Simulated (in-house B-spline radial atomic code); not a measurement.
Response of Ne IX (Ne8+) as one setting changes: the share of exact exchange in a PBE hybrid. A dash marks a strongly mixed or unbound state. Computed with a B-spline radial code for spherical atoms: linear response of the closed shell 1s2 with the functional's adiabatic kernel; non-relativistic, point nucleus, no spin-orbit coupling, no double excitations, S, P, D and F terms only.

```json
{"share of exact exchange in a PBE hybrid": "0", "lowest 1P (eV)": "1s → 2p 900.31", "lowest 3P, Tamm-Dancoff (eV)": "1s → 2p 893.55", "minus highest occupied level (eV)": "1134.74", "α (bohr³)": "0.001066"}
{"share of exact exchange in a PBE hybrid": "0.1", "lowest 1P (eV)": "1s → 2p 902.56", "lowest 3P, Tamm-Dancoff (eV)": "1s → 2p 895.72", "minus highest occupied level (eV)": "1140.85", "α (bohr³)": "0.001064"}
{"share of exact exchange in a PBE hybrid": "0.2", "lowest 1P (eV)": "1s → 2p 904.80", "lowest 3P, Tamm-Dancoff (eV)": "1s → 2p 897.88", "minus highest occupied level (eV)": "1146.97", "α (bohr³)": "0.001061"}
{"share of exact exchange in a PBE hybrid": "0.3", "lowest 1P (eV)": "1s → 2p 907.03", "lowest 3P, Tamm-Dancoff (eV)": "1s → 2p 900.03", "minus highest occupied level (eV)": "1153.09", "α (bohr³)": "0.001059"}
{"share of exact exchange in a PBE hybrid": "0.4", "lowest 1P (eV)": "1s → 2p 909.25", "lowest 3P, Tamm-Dancoff (eV)": "1s → 2p 902.18", "minus highest occupied level (eV)": "1159.21", "α (bohr³)": "0.001057"}
{"share of exact exchange in a PBE hybrid": "0.5", "lowest 1P (eV)": "1s → 2p 911.46", "lowest 3P, Tamm-Dancoff (eV)": "1s → 2p 904.31", "minus highest occupied level (eV)": "1165.33", "α (bohr³)": "0.001054"}
{"share of exact exchange in a PBE hybrid": "0.6", "lowest 1P (eV)": "1s → 2p 913.66", "lowest 3P, Tamm-Dancoff (eV)": "1s → 2p 906.44", "minus highest occupied level (eV)": "1171.46", "α (bohr³)": "0.001052"}
{"share of exact exchange in a PBE hybrid": "0.7", "lowest 1P (eV)": "?", "lowest 3P, Tamm-Dancoff (eV)": "?", "minus highest occupied level (eV)": "?", "α (bohr³)": "?"}
{"share of exact exchange in a PBE hybrid": "0.8", "lowest 1P (eV)": "1s → 2p 918.04", "lowest 3P, Tamm-Dancoff (eV)": "1s → 2p 910.67", "minus highest occupied level (eV)": "1183.73", "α (bohr³)": "0.001048"}
{"share of exact exchange in a PBE hybrid": "0.9", "lowest 1P (eV)": "?", "lowest 3P, Tamm-Dancoff (eV)": "?", "minus highest occupied level (eV)": "?", "α (bohr³)": "?"}
{"share of exact exchange in a PBE hybrid": "1", "lowest 1P (eV)": "1s → 2p 922.39", "lowest 3P, Tamm-Dancoff (eV)": "1s → 2p 914.86", "minus highest occupied level (eV)": "1196.00", "α (bohr³)": "0.001043"}
```

Problem. What belongs in the row for 0.7?

Solution. lowest 1P (eV): 1s → 2p 915.86; lowest 3P, Tamm-Dancoff (eV): 1s → 2p 908.56; minus highest occupied level (eV): 1177.59; α (bohr³): 0.00105.

Problem. What belongs in the row for 0.9?

Solution. lowest 1P (eV): 1s → 2p 920.22; lowest 3P, Tamm-Dancoff (eV): 1s → 2p 912.77; minus highest occupied level (eV): 1189.86; α (bohr³): 0.001045.
